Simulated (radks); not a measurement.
Lu69+, 2 electrons, occupied as [He].

All-electron calculation, scalar-relativistic Kohn-Sham, BLYP, spin-polarised, spherical densities, finite nucleus; Fermi nuclear charge, rms radius 5.37 fm. Program: a radial shooting solver on a logarithmic mesh with Libxc functionals.

Energy parts (eV):
part                      energy
total                 -146483.99
kinetic                170935.33
electron-nucleus      -318756.95
Hartree                  2686.76
exchange-correlation    -1349.14

Orbitals (lengths in bohr, moments of r in powers of bohr; r(max) is where P^2 peaks; r(90%) holds 90 % of the orbital's charge):
1s: occ. 2; eigenvalue (eV) -72077.66; <r^4> 6.870e-07; r(max) 0.01211; r(90%) 0.0349

The highest occupied level is 1s at -72078 eV. The electron density at the nucleus is 1.015e+06 e/bohr^3 (large components only). For comparison, the ionisation energy in NIST's Atomic Spectra Database is 72322.9 eV (theoretical). In exact Kohn-Sham theory the highest level is minus the ionisation energy, but local and semilocal functionals leave it too shallow, through self-interaction and a potential that decays too fast; potentials with the right tail come closer. The density falls to 0.001 e/bohr^3 at r = 0.13 bohr.
